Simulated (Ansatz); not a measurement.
Isolated molecules relaxed with PBE0-D4/def2-TZVP in Ansatz; ΔE leaves out vibrations. CCSD(T)/CBS is the MP2 limit (def2-TZVPP, def2-QZVPP) plus CCSD(T) − MP2 in def2-TZVPP, frozen cores. For Ge outer-core shells are correlated without core-valence functions, which leaves a few kJ/mol of doubt a bond. Scalar relativity is left out up to krypton. Each species was taken in one conformer, which may not be the lowest.

`[CH3][GeH2][CH]=N` → `C/C=[N]\[GeH3]`  (isomerisation)

```json
{"species": "`[CH3][GeH2][CH]=N`", "MP2/def2-QZVPP energy (Eh)": "-2210.80456"}
{"species": "`C/C=[N]\\[GeH3]`", "MP2/def2-QZVPP energy (Eh)": "-2210.80541"}
```

(1) Work out ΔE.

Largest T1 diagnostic among the species: 0.013.

Answers

(1) ΔE = (-2210.80541) − (-2210.80456) = -0.00085 Eh = -2.2 kJ/mol. CCSD(T)/CBS gives -0.4 kJ/mol.

In def2-TZVPP, CCSD(T) changes the Hartree–Fock value by +15.4 kJ/mol (the triples alone add +0.6 kJ/mol) and MP2 by +13.5 kJ/mol.
